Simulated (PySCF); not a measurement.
C6H8O2S.
Cartesian coordinates in Å at the GFN2-xTB level; atoms count from 1:
```
atom  x, y, z in Å
C1    -2.250    1.277    0.056
O2    -2.317   -0.067    0.466
C3    -1.483   -0.926   -0.281
C4    -0.025   -0.651   -0.083
C5     0.685   -0.645    1.074
C6     2.050   -0.313    0.911
C7     2.372   -0.064   -0.385
O8     3.590    0.267   -0.856
S9     0.990   -0.226   -1.433
H10   -2.520    1.381   -1.002
H11   -2.965    1.821    0.670
H12   -1.248    1.695    0.207
H13   -1.729   -1.932    0.073
H14   -1.725   -0.857   -1.353
H15    0.240   -0.871    2.026
H16    2.765   -0.265    1.711
H17    3.566    0.389   -1.812
```

Definitions: NICS(0) = −σiso at the ring centroid; NICS(1) = −σiso and NICS(1)zz = −σzz at ±1 Å along the ring normal z. Level: GIAO PBE0/pcSseg-1 (PySCF, non-relativistic, gas phase) on the GFN2-xTB geometry, one conformer.

Ring bond lengths (Å), with Mayer bond orders in brackets: C4–C5 1.357 (1.57), C5–C6 1.414 (1.26), C6–C7 1.359 (1.55), C7–S9 1.742 (1.11), S9–C4 1.742 (1.10).

What do the NICS probes read (ppm)?

| ring | type | NICS(0) | NICS(1), two faces | NICS(1)zz, two faces | rms pucker (Å) | centre to ring atoms, mean (Å) |
| --- | --- | --- | --- | --- | --- | --- |
| C4–C5–C6–C7–S9 | 5-membered ring with S; formal bonds all aromatic | -11.7 | -9.2 / -9.4 | -20.3 / -21.0 | 0.00 | 1.29 |

What can be read from them?

- C4–C5–C6–C7–S9: mean NICS(1)zz -20.6 ppm, shielded. For a flat ring without four-coordinate atoms the NICS criterion counts such a value as aromatic.

And the bond-length index? Use HOMA with the parameters of Krygowski (1993).

- C4–C5–C6–C7–S9: HOMA 0.71; the largest term is that of C7–S9, α(R − Ropt)² = 0.40. The geometric and the magnetic index point the same way.

How shielded are the nuclei of the rings and their hydrogens (means over atoms taken as equivalent)?

```
atoms                     environment  σ isotropic (ppm)  principal values of the symmetric part, first atom (ppm)
   C4     substituted aromatic carbon               55.0                                        -26.1, 74.5, 116.5
   C5              aromatic CH carbon               54.5                                        -30.4, 43.6, 150.4
   C6              aromatic CH carbon               77.3                                         16.3, 69.8, 145.6
   C7  aromatic carbon bearing oxygen               17.9                                         -49.6, 21.3, 82.2
   S9           thiophene-type sulfur              301.0                                       161.1, 345.2, 396.8
  H15               aromatic hydrogen              24.68                                          21.6, 24.1, 28.3
  H16               aromatic hydrogen              25.30                                          22.0, 25.2, 28.6
```
